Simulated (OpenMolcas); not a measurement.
# F3+: Slater's ratio, the spin-orbit constant, worked from levels

```yaml
Program: OpenMolcas
Basis: ANO-RCC-VTZP [4s3p2d1f]
Scalar_Hamiltonian: DKH2, point nucleus
Active_space: 2 electrons in 3 orbitals (2p)
State_averaging: 2S+1 = 3 even, 3 roots; 2S+1 = 1 even, 6 roots
Spin-orbit_coupling: state interaction with AMFI integrals over the reference wave functions, term energies averaged over their components
```

Methods: CASSCF; SS-CASPT2, IPEA 0.25 Eh, imaginary shift 0.1 Eh (closed shells correlated: 1s 2s). Measured levels: Moore, Atomic Energy Levels, vol. I, NSRDS-NBS 35 (1971 reprint of NBS Circular 467, 1949).

**Slater's ratio.** With one set of orbitals, p2 has 1D - 3P = 6 F2 and 1S - 1D = 9 F2 (F2 = F²/25), a ratio of 3/2. Term energies are centres of gravity, weighted by 2J + 1.

```json
{"Source": "CASSCF", "1D - 3P": "27312", "1S - 3P": "67839", "F2 from the first": "4552", "Ratio": "1.484"}
{"Source": "SS-CASPT2", "1D - 3P": "25484", "1S - 3P": "58010", "F2 from the first": "4247", "Ratio": "1.276"}
{"Source": "measured", "1D - 3P": "24825", "1S - 3P": "53128", "F2 from the first": "4138", "Ratio": "1.140"}
```

Energies in cm-1. A ratio away from 3/2 shows effects beyond one configuration with one set of orbitals, and in heavier atoms second-order spin-orbit shifts.

**The spin-orbit constant.** For the Hund term 3P of p2, E(J) = (A/2) J(J+1) + constant and ζ = 2S·A = 2A. From J = 0 to J = 2 the energy changes by 3 A.

```
   Source  E(2) - E(0)      A    ζ
   CASSCF        674.2  224.7  449
SS-CASPT2        674.9  225.0  450
 measured        613.4  204.5  409
```

All in cm-1. SS-CASPT2 is off by +10.0 % and CASSCF by +9.9 %. Both methods take the spin-orbit matrix elements from the reference wave functions, so the second can move ζ only through the term energies and any multistate remixing. Second-order mixing with other terms is absorbed into this ζ.

CASPT2 does not keep the components of a term degenerate, so their means are used; among the terms shown or strongly mixed into the levels shown the widest spread is 69 cm-1 (2s2 2p2 1D, SS-CASPT2). With the s shell closed, the reference lacks s² → p² mixing. Computed and measured levels are paired by configuration, term and J; levels that our copy of the source lacks, or whose pairing is in doubt (as where it misses far off the trend of its configuration), stay unpaired and out of the deviations. Levels of configurations outside the active space are missing.
